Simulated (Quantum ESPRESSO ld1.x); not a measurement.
Question: Pr3+, configuration [Kr] 4d10 4f3 5s1 5p6 (not the ground configuration). Method: Dirac Kohn-Sham, PBE, spin-unpolarised, spherical densities, point nucleus; open shells are shared between the two j in proportion to 2j + 1; computed with ld1.x of Quantum ESPRESSO 7.5.

Spin-orbit splittings of the eigenvalues, e(l+1/2) - e(l-1/2), with zeta = 2 splitting/(2l+1) and mean radii in bohr:

shell  occ.  splitting (eV)  zeta (eV)  <r> j=l-1/2  <r> j=l+1/2
2p        6           482.3      321.5      0.08605      0.09236
3p        6           95.56      63.71       0.2617       0.2740
3d       10           20.60      8.239       0.2452       0.2490
4p        6               ?          ?       0.6404       0.6682
4d       10           3.605      1.442       0.7214       0.7313
4f        3          0.3709     0.1060        1.058        1.068
5p        6           3.041      2.027        1.645        1.719
5d        0          0.3272     0.1309        2.313        2.342

Estimate the 4p splitting.

Answer: 20.54 eV (zeta = 13.70 eV).
